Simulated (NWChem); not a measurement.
System: CH$_{4}$O$_{4}$Si; SMILES O=C[Si](O)(O)O

NWChem input:

```
start job
memory heap 200 mb stack 900 mb global 1100 mb
geometry units angstroms noautosym nocenter noautoz
  O     -0.200228    -2.263694    -0.179088
  C      0.534197    -1.411328     0.301927
  Si     0.066405     0.425424     0.003577
  O      1.346273     1.058128    -0.815065
  O     -1.362218     0.311679    -0.815692
  O     -0.173298     1.331335     1.367071
  H      1.432967    -1.730141     0.877671
  H      1.376835     2.020990    -0.910697
  H     -1.519643    -0.613711    -1.077078
  H     -1.099276     1.398739     1.642489
end
basis spherical
  O library pcsseg-1
  C library pcsseg-1
  Si library pcsseg-1
  H library pcsseg-1
end
dft
  xc xpbe96 cpbe96
  iterations 150
end
property
  shielding
end
task dft property
```

Output (shortened):

```
             Northwest Computational Chemistry Package (NWChem) 7.3.0
             --------------------------------------------------------

                             Geometry "geometry" -> ""
                             -------------------------

 Output coordinates in angstroms (scale by  1.889725989 to convert to a.u.)

  No.       Tag          Charge          X              Y              Z
 ---- ---------------- ---------- -------------- -------------- --------------
    1 O                    8.0000    -0.20022800    -2.26369400    -0.17908800
    2 C                    6.0000     0.53419700    -1.41132800     0.30192700
    3 Si                  14.0000     0.06640500     0.42542400     0.00357700
    4 O                    8.0000     1.34627300     1.05812800    -0.81506500
    5 O                    8.0000    -1.36221800     0.31167900    -0.81569200
    6 O                    8.0000    -0.17329800     1.33133500     1.36707100
    7 H                    1.0000     1.43296700    -1.73014100     0.87767100
    8 H                    1.0000     1.37683500     2.02099000    -0.91069700
    9 H                    1.0000    -1.51964300    -0.61371100    -1.07707800
   10 H                    1.0000    -1.09927600     1.39873900     1.64248900

 Effective nuclear repulsion energy (a.u.)     316.8532630041

  pbe96 is a nonlocal functional; adding pw91lda local functional.
                              NWChem Property Module
                              ----------------------

  itol2e modified to match energy
  convergence criterion.

                                 NWChem DFT Module
                                 -----------------

 Summary of "ao basis" -> "ao basis" (spherical)
 ------------------------------------------------------------------------------
       Tag                 Description            Shells   Functions and Types
 ---------------- ------------------------------  ------  ---------------------
 O                          pcsseg-1                 7       17   3s3p1d
 C                          pcsseg-1                 7       17   3s3p1d
 Si                         pcsseg-1                10       24   4s5p1d
 H                          pcsseg-1                 3        5   2s1p

  itol2e modified to match energy
  convergence criterion.

[...]

          -----------------------------------------
          Chemical Shielding Tensors (GIAO, in ppm)
          -----------------------------------------

                                NWChem CPHF Module
                                ------------------

  scftype          =     RHF
  nclosed          =       28
  nopen            =        0
  variables        =     2828
  # of vectors     =        3
  tolerance        = 0.10D-03
  level shift      = 0.00D+00
  max iterations   =       50
  max subspace     =       30

 SCF residual:    3.2210039218795398E-005

Iterative solution of linear equations
  No. of variables     2828
  No. of equations        3
  Maximum subspace       30
        Iterations       50
       Convergence  1.0D-04

   iter   nsub   residual    time
   ----  ------  --------  ---------
     1      3    2.04D-05      97.5

      Atom:    1  O
        Diamagnetic
    401.0759     11.3595      4.4466
     11.3595    404.1130      7.4593
      4.4466      7.4593    397.4543

        Paramagnetic
  -1111.1988   -419.4611   -715.8161
   -419.4611  -1345.7528   -282.1801
   -715.8161   -282.1801   -464.9491

        Total Shielding Tensor
   -710.1230   -408.1015   -711.3695
   -408.1015   -941.6398   -274.7208
   -711.3695   -274.7208    -67.4948

           isotropic =    -573.0858
          anisotropy =   -1480.9690

          Principal Components and Axis System
                 1           2           3
            -1560.3985   -550.6958    391.8368

      1         0.6560     -0.5271     -0.5402
      2         0.6223      0.7827     -0.0080
      3         0.4271     -0.3309      0.8415

      Atom:    2  C
        Diamagnetic
    254.6703      3.7944      8.5766
      3.7944    265.7263      2.7844
      8.5766      2.7844    246.5756

        Paramagnetic
   -361.3473    -25.6230   -135.0639
    -25.6230   -369.5472    -19.1443
   -135.0639    -19.1443   -241.0183

        Total Shielding Tensor
   -106.6769    -21.8286   -126.4873
    -21.8286   -103.8209    -16.3599
   -126.4873    -16.3599      5.5574

           isotropic =     -68.3135
          anisotropy =    -192.8756

          Principal Components and Axis System
                 1           2           3
             -196.8972    -95.8778     87.8345

      1         0.8036     -0.2405     -0.5444
      2         0.2807      0.9597     -0.0096
      3         0.5248     -0.1451      0.8388

      Atom:    3  Si
        Diamagnetic
    882.7728      0.6870     -0.2198
      0.6870    884.2720      1.0377
     -0.2198      1.0377    880.9861

        Paramagnetic
   -451.1534     39.9224     14.4665
     39.9224   -525.4443     13.4880
     14.4665     13.4880   -449.7774

        Total Shielding Tensor
    431.6194     40.6095     14.2466
     40.6095    358.8277     14.5257
     14.2466     14.5257    431.2087

           isotropic =     407.2186
          anisotropy =      81.7115

          Principal Components and Axis System
                 1           2           3
              461.6930    419.9039    340.0590

      1         0.7586     -0.5198     -0.3930
      2         0.3747     -0.1454      0.9157
      3         0.5331      0.8418     -0.0845

      Atom:    4  O
        Diamagnetic
    390.3400     10.1854    -11.4322
     10.1854    397.8572     -8.2741
    -11.4322     -8.2741    380.3477

        Paramagnetic
   -112.5688     21.2668     -2.6579
     21.2668   -135.3275      9.2045
     -2.6579      9.2045   -100.5191

[...]
```

Level: PBE/pcSseg-1, GIAO. Coordinates come from a B3LYP/6-31G* (spherical d) optimisation. The printed shielding anisotropy is the first printed principal value minus the mean of the other two.
